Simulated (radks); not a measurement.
Effect of the nuclear size on the molybdenum ion Mo32+, [Ne]. Calculated with a radial shooting solver on a logarithmic mesh with Libxc functionals: Dirac Kohn-Sham, exchange-only LDA, spin-unpolarised, spherical densities, finite nucleus; Fermi nuclear charge, rms radius 4.4091 fm. The rms radius is varied about that value; shifts are against it.

rms radius (fm)  total energy shift (eV)  density at nucleus (e/bohr^3)  1s1/2 shift (meV)  2s1/2 shift (meV)  2p1/2 shift (meV)  2p3/2 shift (meV)  3s1/2 (empty) shift (meV)  3p1/2 (empty) shift (meV)
3.6772                            -0.445                      9.082e+04               -192              -21.6              0.893               1.17                      -5.63                      0.192
4.171                             -0.153                      8.959e+04              -65.8              -7.41              0.306              0.401                      -1.93                      0.066
4.4091                                 0                      8.905e+04              0.000              0.000              0.000              0.000                      0.000                      0.000
4.5546                            0.0970                      8.874e+04               41.8               4.71             -0.195             -0.255                       1.23                     -0.042
5.2116                             0.570                      8.746e+04                246               27.7              -1.14              -1.50                       7.21                     -0.246

Slopes of the eigenvalues against <r^2> in GHz/fm^2, as finite differences over the two radii next to the reference (eigenvalue slopes, not the field-shift constants of lines): 1s1/2 7770, 2s1/2 876, 2p1/2 -36.2, 2p3/2 -47.4, 3s1/2 (empty) 228, 3p1/2 (empty) -7.77.
